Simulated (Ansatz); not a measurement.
Program: Ansatz. Geometries: PBE0-D4/def2-TZVP. ΔE: electronic, gas phase. CCSD(T)/CBS is the MP2 limit (def2-TZVPP, def2-QZVPP) plus CCSD(T) − MP2 in def2-TZVPP, frozen cores. This one scheme is used for every species. DFT in def2-TZVPP. B3LYP here is the variant with VWN-RPA as its local correlation; programs differ in this. HSE06 is defined as in plane-wave codes. For Ge outer-core shells are correlated without core-valence functions, which leaves a few kJ/mol of doubt a bond. Scalar relativity is left out up to krypton. One conformer a species, not always the lowest.

Consider the ligand exchange at the Si–S bond: `[SiH3][S][GeH3]` + `[NH2][Al]([NH2])[OH]` → `[NH2][Al]([NH2])[O][SiH3]` + `[SH][GeH3]`.

```
             level  ΔE (kcal/mol)  difference from CCSD(T)/CBS
       LDA (SPW92)           -9.6                          2.2
            PBE-D4           -8.7                          3.1
         revPBE-D4           -8.3                          3.5
           BLYP-D4          -12.2                         -0.4
            B97M-V          -13.2                         -1.4
           PBE0-D4          -10.1                          1.7
          B3LYP-D4          -13.2                         -1.4
        r2SCANh-D4          -11.9                         -0.1
        r2SCAN0-D4          -12.2                         -0.4
          HSE06-D4          -10.0                          1.8
          BHLYP-D4          -14.8                         -3.0
      CAM-B3LYP-D4          -14.8                         -3.0
           ωB97X-V          -12.6                         -0.8
           ωB97M-V          -12.3                         -0.5
            B2PLYP          -13.8                         -2.0
          PBE-QIDH          -11.5                          0.3
               PBE           -9.4                          2.4
            revPBE           -9.5                          2.3
              BLYP          -13.6                         -1.8
            r2SCAN          -11.8                          0.0
              PBE0          -10.6                          1.2
             B3LYP          -14.3                         -2.5
           r2SCANh          -12.0                         -0.2
           r2SCAN0          -12.3                         -0.5
             HSE06          -10.5                          1.3
             BHLYP          -15.9                         -4.1
         CAM-B3LYP          -15.3                         -3.5
           LC-ωPBE          -11.9                         -0.1
RPA@PBE/def2-TZVPP          -13.8                         -2.0
       HF/def2-SVP          -18.2                         -6.4
     CCSD/def2-SVP          -14.7                         -2.9
     HF/def2-TZVPP          -18.6                         -6.8
    MP2/def2-TZVPP          -11.9                         -0.1
SCS-MP2/def2-TZVPP          -13.8                         -2.0
CCSD(T)/def2-TZVPP          -13.0                         -1.2
    MP2/def2-QZVPP          -11.4                          0.4
SCS-MP2/def2-QZVPP          -13.2                         -1.4
      HF/CBS(def2)          -19.1                         -7.3
     MP2/CBS(def2)          -10.7                          1.1
    CCSD/CBS(def2)          -12.8                         -1.0
       CCSD(T)/CBS          -11.8                            0
```

Largest T1 diagnostic among the species: 0.011.

From BLYP to BHLYP (50 % exact exchange), in def2-TZVPP and without D4, ΔE moves by −2.3 kcal/mol. The D4 term adds +1.1 kcal/mol with B3LYP and +0.5 kcal/mol with PBE0; it sums over pairs of atoms, weighted by their polarisabilities, and B3LYP, whose exchange is more repulsive, gets the larger term. At CCSD(T), def2-SVP lies −2.4 kcal/mol from the extrapolated value and def2-TZVPP −1.2 kcal/mol.
